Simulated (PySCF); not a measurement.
## BeBr2: computed shieldings and shifts

BeBr2, point group D∞h.

Geometry:
| atom | x (Å) | y (Å) | z (Å) |
| --- | --- | --- | --- |
| Be1 | 0.001 | 0.001 | 0.000 |
| Br2 | -0.017 | -0.020 | 1.951 |
| Br3 | 0.016 | 0.020 | -1.951 |

GIAO calculations in PySCF on the PBE0-D3(BJ)/def2-SVP structure: isolated species, non-relativistic, equivalent atoms averaged; basis pcSseg-1.

Problem. Give the isotropic shieldings (ppm) with B3LYP, PBE0.

Solution. 
| atoms | environment | B3LYP | PBE0 |
| --- | --- | --- | --- |
| Br2/Br3 | bromine bonded to Be | 2673 | 2689 |
| Be1 | Be bonded to 2 Br | 90 | 92 |
| HOMO–LUMO gap (eV) | – | 7.90 | 8.37 |

Problem. And the chemical shifts, against references computed in the same way?

Solution. 
```tsv
atoms	nucleus, reference	B3LYP	PBE0
Br2/Br3	⁷⁹Br, HBr	-128	-105
```

Problem. Which part of the shielding of Br2/Br3 depends on the functional?

Solution. Diamagnetic: B3LYP 3125, PBE0 3125 ppm; paramagnetic: B3LYP -452, PBE0 -436 ppm. The diamagnetic part, set mainly by inner electrons, hardly moves; the paramagnetic part goes with low-lying magnetically allowed excitations and carries the spread.

Relativistic effects, spin–orbit coupling among them, are left out; they matter for Br and for the light atoms bonded to it.
